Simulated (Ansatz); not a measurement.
```xyz
13

O     0.1591   -0.6547   -1.5280
C     1.0013   -0.8430   -0.4012
C     0.7949    0.3224    0.5418
Si   -1.0147    0.5836    0.9901
S    -2.0830    1.7331   -0.4565
H     0.2228   -1.4252   -2.0965
H     0.7479   -1.7810    0.1107
H     2.0515   -0.9065   -0.7155
H     1.1868    1.2448    0.1031
H     1.3550    0.1414    1.4656
H    -1.6389   -0.7500    1.2126
H    -1.1300    1.3730    2.2445
H    -1.6527    0.9623   -1.4708
```

Charge 0, multiplicity 1.

Question: List the PBE/def2-TZVPP orbital energies in eV (Ansatz). (Best estimate.)

Answer: Ansatz gave: Occupied: -2395.28, -1779.74, -510.62, -270.50, -268.88, -208.26, -154.40, -154.31, -154.18, -137.43, -94.20, -94.15, -94.14, -25.94, -18.93, -17.78, -15.33, -13.26, -12.55, -11.47, -10.22, -9.74, -9.59, -8.58, -8.06, -7.85, -7.47, -6.56, -5.84. Lowest empty: -0.31, -0.06, 0.04, 0.67, 1.12, 1.39, 1.48, 1.70.
